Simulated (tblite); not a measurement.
Run record: tight-binding relaxation, `C=C=C(C#[C][GeH2][CH3])C(=O)O`.

Computed with GFN2-xTB geometry optimisation, gas phase (tblite 0.8.0). Start geometry: from a force field or distance geometry. The command runs a driver script over a list of jobs; the input below is this job's line of settings and its coordinates in Å.

Command:
```bash
OMP_NUM_THREADS=1 python probes_run.py task.json out
```

Input:
```
{"job": {"kind": "relax", "xc": "GFN2-xTB", "basis": "xTB"}, "charge": 0, "multiplicity": 1}
C     -3.284300     1.795900     0.986800
C     -2.453400     0.849900     0.703300
C     -1.593400    -0.114000     0.441200
C     -0.233400     0.238700     0.149900
C      0.913900     0.513600    -0.068300
Ge     2.713200     0.957000    -0.446700
C      3.716100    -0.666900    -0.816400
C     -2.038000    -1.510400     0.418200
O     -1.217400    -2.436500     0.148600
O     -3.375900    -1.839700     0.689700
H     -2.963100     2.825700     1.001300
H     -4.329900     1.557500     1.201800
H      2.774300     1.893000    -1.669400
H      3.339900     1.674100     0.780500
H      3.666200    -1.330500     0.073000
H      3.269100    -1.183000    -1.677500
H      4.774000    -0.410800    -1.025700
H     -3.686800    -2.807200     0.671400
```

Output:
```
step      E/eV     max force
  0    -786.55005    3.851
  1    -786.69350    3.695
  2    -786.86038    1.236
  3    -786.92498    1.460
  4    -787.01753    1.544
  5    -787.08429    0.965
  6    -787.16056    1.061
  7    -787.23492    1.245
  8    -787.39682    1.518
  9    -787.51853    1.843
... (81 lines left out)
 91    -788.81736    0.026
 92    -788.81743    0.019
 93    -788.81747    0.016
 94    -788.81750    0.017
 95    -788.81755    0.016
 96    -788.81758    0.011
 97    -788.81760    0.013
 98    -788.81762    0.012
 99    -788.81763    0.010
100    -788.81765    0.009
```

«max force» is the largest atomic force in eV/Å.

From which step on does the largest force stay under 0.1 eV/Å, and how much energy is left to gain from there?

From step 27 (0.083 eV/Å), 21.3 meV above the end.

Main results: energy lowered by 52.3 kcal/mol over 100 steps; largest atomic force 0.009 eV/Å at the end.

Where do the atoms end?

0.456 Å rms from the input after alignment:
```
atom  x, y, z in Å
C1    -3.4175    1.7372    0.9725
C2    -2.5024    0.8679    0.7177
C3    -1.5783   -0.0331    0.4609
C4    -0.2369    0.3156    0.1601
C5     0.9124    0.5868   -0.0970
Ge6    2.7296    0.9386   -0.5065
C7     3.6807   -0.7449   -0.8373
C8    -1.9017   -1.4820    0.4756
O9    -1.1210   -2.3694    0.2535
O10   -3.1936   -1.7096    0.7714
H11   -3.6109    2.0810    1.9763
H12   -4.0335    2.1596    0.1945
H13    2.7430    1.8483   -1.7025
H14    3.3021    1.7022    0.6547
H15    3.6402   -1.3812    0.0436
H16    3.2193   -1.2822   -1.6625
H17    4.7242   -0.5644   -1.0843
H18   -3.3646   -2.6641    0.7712
```

On one thread, Arm Neoverse V2 (aarch64), no GPU, shared host, this took 0.74 s.
Labels such as C1 count atoms from 1, the log's own numbers from 0.
